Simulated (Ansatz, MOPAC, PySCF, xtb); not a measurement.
Dimer: CHN (SMILES C#N) (first 3 atoms) with C2H6O (SMILES COC); geometry from B3LYP-D3(BJ)/def2-TZVP, rigid monomers moved along the line of their centres of mass till H3···O5 is 2.24 Å.
(charge 0, multiplicity 1):
```csv
atom,x (Å),y (Å),z (Å)
C,-0.2934,0.1884,-0.3061
N,-0.3619,0.3099,-1.4448
H,-0.2267,0.0738,0.7655
C,0.1119,-1.4165,3.6175
O,-0.0820,-0.1655,2.9845
C,-0.0295,0.9270,3.8828
H,-0.6648,-1.6016,4.3682
H,1.0934,-1.4643,4.1030
H,0.0554,-2.1839,2.8474
H,-0.8121,0.8463,4.6458
H,-0.1879,1.8343,3.3023
H,0.9460,0.9821,4.3794
```

Counterpoise-corrected where a basis set is named; no monomer relaxation. Rows marked so take none.

Rows in 3-21G carry no dispersion term and start afresh at each structure. The state that PM6 reach isn't checked.

Run with Ansatz (Gaussian orbitals); MOPAC for PM6 (differences of heats of formation); PySCF for 3-21G rows, the dispersion terms; xtb for the GFN methods. Values without a source in brackets are computed.

One of these levels gives -430.6 meV for the interaction energy. Which one is it?
(A) GFN-FF
(B) HF/3-21G (no counterpoise)
(C) PM6
(D) PBE-D4/def2-TZVPPD

B, HF/3-21G (no counterpoise). The others give -185.4 (GFN-FF), -150.1 (PM6), -231.1 (PBE-D4/def2-TZVPPD)

Ansatz is a program for electronic structure.
